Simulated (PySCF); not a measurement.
Job for PySCF: R-MP2/6-31G* on CH5N (SMILES CN) with ghost functions.

```python
from pyscf import gto, scf, dft, mp
from pyscf.data.elements import chemcore

mol = gto.M(
    atom='''
    C     0.64717674   -0.55261491    3.53736022
    N    -0.36089169    0.48987438    3.33167532
    H     1.57001029   -0.09767823    3.90122934
    H     0.86612959   -1.02916699    2.58121170
    H     0.35531381   -1.34047168    4.24290561
    H    -0.60641146    0.92912106    4.21076355
    H    -1.20934039    0.08272669    2.95471421
    ghost-C    0.19250141    1.30180665    0.16281910
    ghost-C   -0.63658801    0.10867104    0.14241081
    ghost-N   -1.29259930   -0.83563949    0.16213596
    ghost-H   -0.28916587    2.10573048   -0.39424763
    ghost-H    0.32421596    1.60196636    1.20467507
    ghost-H    1.16360358    1.09380567   -0.28701486
    ''',
    basis='6-31g*',
    cart=True,
    charge=0, spin=0, verbose=3, max_memory=1800)
mf = scf.RHF(mol)
mf.conv_tol = 1e-8
mf.max_cycle = 100
mf.kernel()
if not mf.converged:
    mf = mf.newton().run(mf.mo_coeff, mf.mo_occ)
pt = mp.MP2(mf, frozen=chemcore(mol)).run()
```

What total energy does the run end on?

-95.5086 hartree.
